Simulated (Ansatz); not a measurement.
Relaxation of C2H9InN2 (14 atoms, charge 0, multiplicity 1), to a largest force component of 0.03 eV/Å in at most 50 steps.

Level of theory: Ansatz, RKS PBE0-D4/def2-SVP.

```xyz
14
Properties=species:S:1:pos:R:3
In 0.858 -0.229 -0.014
N -0.833 0.883 0.578
C -2.184 0.766 0.092
N 1.725 0.407 1.688
H 0.971 0.983 2.063
C 1.235 -1.703 -1.519
H -0.573 1.864 0.665
H -2.503 -0.289 0.139
H -2.369 1.095 -0.954
H -2.883 1.336 0.733
H 2.654 0.757 1.885
H 0.390 -2.402 -1.587
H 2.150 -2.262 -1.276
H 1.361 -1.208 -2.493
```

Q: Where does it end, and by what steps?

A: The forces met the threshold. The force dipped under the threshold on the way, but the program's further checks kept it going. After 16 steps the energy has fallen by 0.442 eV; H8 moved furthest, 1.23 Å.

| step | energy less start (eV) | largest force component (eV/Å) | accepted |
| --- | --- | --- | --- |
| 0 | 0.0000 | 0.591 | yes |
| 1 | -0.1398 | 0.612 | yes |
| 2 | -0.2246 | 0.687 | yes |
| 3 | -0.3058 | 0.162 | yes |
| 4 | -0.3673 | 0.156 | yes |
| 5 | -0.3898 | 0.524 | yes |
| 6 | -0.4072 | 0.318 | yes |
| 7 | -0.4200 | 0.336 | yes |
| 8 | -0.4295 | 0.243 | yes |
| 9 | -0.4355 | 0.159 | yes |
| 10 | -0.4342 | 0.151 | no |
| 11 | -0.4386 | 0.055 | yes |
| 12 | -0.4408 | 0.024 | yes |
| 13 | -0.4402 | 0.177 | no |
| 14 | -0.4418 | 0.024 | yes |
| 15 | -0.4418 | 0.076 | yes |
| 16 | -0.4423 | 0.027 | yes |

```xyz
14
Properties=species:S:1:pos:R:3
In 0.745 -0.072 0.282
N -1.027 0.890 0.511
C -2.234 0.700 -0.247
N 2.125 0.492 1.669
H 2.031 1.403 2.107
C 0.998 -1.606 -1.202
H -1.121 1.594 1.235
H -2.091 -0.087 -1.007
H -2.559 1.607 -0.799
H -3.097 0.379 0.372
H 3.108 0.321 1.476
H 0.092 -2.226 -1.262
H 1.855 -2.246 -0.951
H 1.175 -1.149 -2.187
```

Whether the end is a true minimum wasn't checked by a vibrational analysis.

Time of the run: 71 s on 4 threads of Arm Neoverse N1, with other jobs on the host, peak memory 0.34 GiB.
